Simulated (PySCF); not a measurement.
BF2, SMILES F[B]F, multiplicity 2. Geometry: PBE-D3(BJ)/def2-TZVP. The isomer is the one that the SMILES or the coordinates give; other isomers of the formula were not compared.

Level of theory: PySCF 2.14.0 with PBE-D3(BJ)/def2-TZVP.

Harmonic wavenumbers (cm⁻¹): 502, 1124, 1385. Rotational constants (GHz): 143.9, 10.05, 9.391; symmetry number 2.

Problem. Work out the zero-point energy and the ideal-gas rigid-rotor harmonic-oscillator thermochemistry at 298.15 K and 1 atm.

Solution. ZPE = ½ Σ hcν = ½ × 3011 cm⁻¹ = 4.30 kcal/mol. H − E(el) = 6.83 kcal/mol. Entropy in cal/(mol K): translation 37.58, rotation 19.32, vibration 0.73, spin 1.38, total 59.01. G − E(el) = -10.76 kcal/mol. Cp = 9.57 cal/(mol K).
